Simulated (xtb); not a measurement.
Harmonic IR lines of one isomer of CH$_{6}$Si$_{2}$, unscaled. Calculation: GFN2-xTB in xtb.

| wavenumber (cm⁻¹) | relative intensity |
|---|---|
| 439 | 7.3 |
| 474 | 7.2 |
| 524 | 36 |
| 720 | 8.9 |
| 793 | 37 |
| 802 | 100 |
| 831 | 94 |
| 1232 | 48 |
| 2144 | 90 |
| 2169 | 85 |
| 2196 | 35 |
| 2262 | 100 |
| 2309 | 36 |
| 2996 | 4.7 |

Q: Which structure gives these lines?
(A) `C1[SiH2][SiH2]1`
(B) `C[SiH]=[SiH2]`
(C) `[SiH2]=C[SiH3]`

A: C, `[SiH2]=C[SiH3]`
